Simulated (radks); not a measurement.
Polarisability of the manganese ion Mn3+, [Ar] 3d4, at imaginary frequency. All-electron calculation, non-relativistic Kohn-Sham, LB94 model potential, spin-polarised, spherical densities, point nucleus; open shells are filled with parallel spins first. Program: a radial shooting solver on a logarithmic mesh with Libxc functionals. Response by self-consistent Sternheimer equations with the Hartree and adiabatic LDA kernel.

| w (hartree) | alpha1(iw) (bohr^3) |
|---|---|
| 0.00266 | 1.964 |
| 0.0143 | 1.964 |
| 0.0360 | 1.963 |
| 0.0697 | 1.958 |
| 0.118 | 1.947 |
| 0.186 | 1.923 |
| 0.280 | 1.876 |
| 0.413 | 1.789 |
| 0.605 | 1.647 |
| 0.892 | 1.437 |
| 1.35 | 1.154 |
| 2.12 | 0.8081 |
| 3.59 | 0.4522 |
| 6.94 | 0.1786 |
| 17.5 | 0.03998 |

Static values: alpha1 = 1.964 bohr^3 (0.2911 angstrom^3; uncoupled 2.499). C6 = 4.945, triple-dipole C9 = 6.727 atomic units. One-pole (London) frequency 4 C6 / (3 alpha1^2) = 1.709 hartree, against 1.918 for minus the highest occupied eigenvalue.
